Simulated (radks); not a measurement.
Exchange energies: the exact (Fock) value of the Kohn-Sham orbitals and density-functional approximations, in hartree. Species: Ru3+ [Kr] 4d5; Cr [Ar] 3d5 4s1. All-electron calculation, non-relativistic Kohn-Sham, PBE, spin-polarised, spherical densities, point nucleus. Program: a radial shooting solver on a logarithmic mesh with Libxc functionals. Every spin shell is full or empty, so the densities are truly spherical. Functionals are evaluated on that one density, not self-consistently.

\begin{tabular}{lrr}
functional & Ru3+ & Cr \\ \hline
exact & -128.350 & -47.6304 \\
LDA & -121.71 & -44.570 \\
PBE & -127.74 & -47.550 \\
revPBE & -127.95 & -47.685 \\
RPBE & -128.03 & -47.734 \\
SOGGA & -125.23 & -46.328 \\
EV93 & -128.06 & -48.018 \\
revTPSS & -127.17 & -47.458 \\
SCAN & -128.59 & -47.874 \\
Tao-Mo & -127.33 & -47.573 \\
\end{tabular}
